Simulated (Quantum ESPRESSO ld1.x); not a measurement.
He+, configuration 2s1 (not the ground configuration). Method: non-relativistic Kohn-Sham, LDA (Slater exchange, Perdew-Wang correlation), spin-polarised, spherical densities, point nucleus; open shells are filled with parallel spins first; computed with ld1.x of Quantum ESPRESSO 7.5.

Normalised radial functions P(r) = r R(r), r in bohr:

r          2s up  2s down
0.03041   0.0570   0.0516
0.04055   0.0744   0.0674
0.05452   0.0972   0.0881
0.07272   0.1248   0.1131
0.09699   0.1582   0.1434
0.1294    0.1967   0.1786
0.1739    0.2395   0.2180
0.232     0.2793   0.2552
0.3094    0.3082   0.2836
0.4127    0.3120   0.2909
0.5548    0.2702   0.2589
0.74      0.1664   0.1713
0.9869   -0.0075   0.0182
1.316    -0.2362  -0.1892
1.756    -0.4679  -0.4069
2.36     -0.6133  -0.5618
3.148    -0.5826  -0.5734
4.199    -0.3976  -0.4395
5.6      -0.1825  -0.2395
7.53     -0.0493  -0.0817
10.04    -0.0074  -0.0164

2s up: eigenvalue -10.889 eV, 1 radial node at r = 0.977 bohr, <r> = 2.97 bohr, 90 % of the charge inside 4.50 bohr. 2s down (empty): eigenvalue -8.663 eV, 1 radial node at r = 1.02 bohr, <r> = 3.26 bohr, 90 % of the charge inside 4.99 bohr.
